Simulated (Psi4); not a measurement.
Psi4 input (wB97X-D/6-311+G**):

```
memory 1500 MB

molecule {
1 1
C    -2.74580780   -0.62410298   -0.44621749
C    -1.55166197    0.03437688    0.23800831
C    -0.26182061   -0.15429577   -0.56306513
C     0.94821232    0.55620123   -0.03081922
C     2.23192946    0.40746550   -0.79009125
O     1.18481100   -0.07677074    1.44513193
H    -2.59357375   -1.69865528   -0.56488593
H    -3.65238228   -0.48011831    0.14003765
H    -2.91727063   -0.19775165   -1.43616559
H    -1.43427877   -0.37742555    1.24397570
H    -1.73841208    1.10447227    0.36397448
H    -0.39636295    0.24950048   -1.57309016
H    -0.03163180   -1.21647740   -0.71089481
H     0.73556068    1.57943068    0.27182404
H     3.07496941    0.87801718   -0.28195470
H     2.10963562    0.92442185   -1.74477500
H     2.46178126   -0.63663556   -1.00583354
H     2.01600122    0.21864012    1.85870004
H     1.16236780   -1.05112203    1.43114127
symmetry c1
no_reorient
no_com
}

set {
  basis 6-311+G**
  reference rks
  scf_type df
  df_basis_scf def2-universal-jkfit
  dft_radial_points 99
  dft_spherical_points 590
  e_convergence 1e-8
  d_convergence 1e-7
  maxiter 150
}

e = energy('wb97x-d')
print_out(f'\nFINAL {e:.10f} DIPOLE {variable("CURRENT DIPOLE")[0]:.6f} {variable("CURRENT DIPOLE")[1]:.6f} {variable("CURRENT DIPOLE")[2]:.6f}\n')
```

From the output:

```
     128A      1.558357   129A      1.577792   130A      1.588064
     131A      1.619435   132A      1.641678   133A      1.674743
     134A      1.684693   135A      1.693302   136A      1.699687
     137A      1.755115   138A      1.782379   139A      1.824863
     140A      1.835927   141A      1.876140   142A      1.882151
     143A      1.889856   144A      1.963039   145A      1.992582
     146A      2.035229   147A      2.050716   148A      2.076656
     149A      2.089322   150A      2.119088   151A      2.146741
     152A      2.181888   153A      2.227339   154A      2.256176
     155A      2.276217   156A      2.313067   157A      2.327360
     158A      2.368083   159A      2.409450   160A      2.421144
     161A      2.432413   162A      2.454962   163A      2.464299
     164A      2.473743   165A      2.487242   166A      2.524794
     167A      2.532628   168A      2.544881   169A      2.571355
     170A      2.584854   171A      2.605113   172A      2.619085
     173A      2.648447   174A      2.665458   175A      2.687828
     176A      2.704536   177A      2.714177   178A      2.752494
     179A      2.800674   180A      2.828063   181A      2.860569
     182A      2.905841   183A      2.949402   184A      3.016412
     185A      3.073531   186A      3.108915   187A      3.270395
     188A      3.385310   189A      3.496490   190A      3.604635
     191A      3.681485   192A      3.719039   193A      3.730107
     194A      3.758774   195A      3.796416   196A      3.799129
     197A      3.808094   198A      3.947644   199A      4.077810
     200A      4.183365   201A      4.328261   202A      4.930340
     203A      5.263262   204A      5.451851   205A     23.702247
     206A     23.850193   207A     23.883056   208A     23.922625
     209A     23.985689   210A     49.763184

    Final Occupation by Irrep:
              A
    DOCC [    25 ]
    NA   [    25 ]
    NB   [    25 ]

  @DF-RKS Final Energy:  -273.30410657936261

   => Energetics <=

    Nuclear Repulsion Energy =            263.3997077739200563
    One-Electron Energy =                -880.7294081181082674
    Two-Electron Energy =                 371.5479593985161273
    DFT Exchange-Correlation Energy =     -27.5115977691196640
    Empirical Dispersion Energy =          -0.0107678645708184
    VV10 Nonlocal Energy =                  0.0000000000000000
    Total Energy =                       -273.3041065793626103

Computation Completed

Properties will be evaluated at   0.000000,   0.000000,   0.000000 [a0]

Properties computed using the SCF density matrix

 Multipole Moments:

 ------------------------------------------------------------------------------------
     Multipole            Electronic (a.u.)      Nuclear  (a.u.)        Total (a.u.)
 ------------------------------------------------------------------------------------

 L = 1.  Multiply by 2.5417464519 to convert [e a0] to [Debye]
 Dipole X            :          2.1244944            0.0000002            2.1244947
 Dipole Y            :         -0.0602160            0.0000001           -0.0602159
 Dipole Z            :          0.9278487            0.0000004            0.9278491
 Magnitude           :                                                    2.3190532

 ------------------------------------------------------------------------------------

FINAL -273.3041065794 DIPOLE 2.124495 -0.060216 0.927849

*** Psi4 exiting successfully. Buy a developer a beer!
```

The dipole moment of an ion depends on the origin.

The geometry given is a B3LYP-D3(BJ)/def2-TZVP minimum.
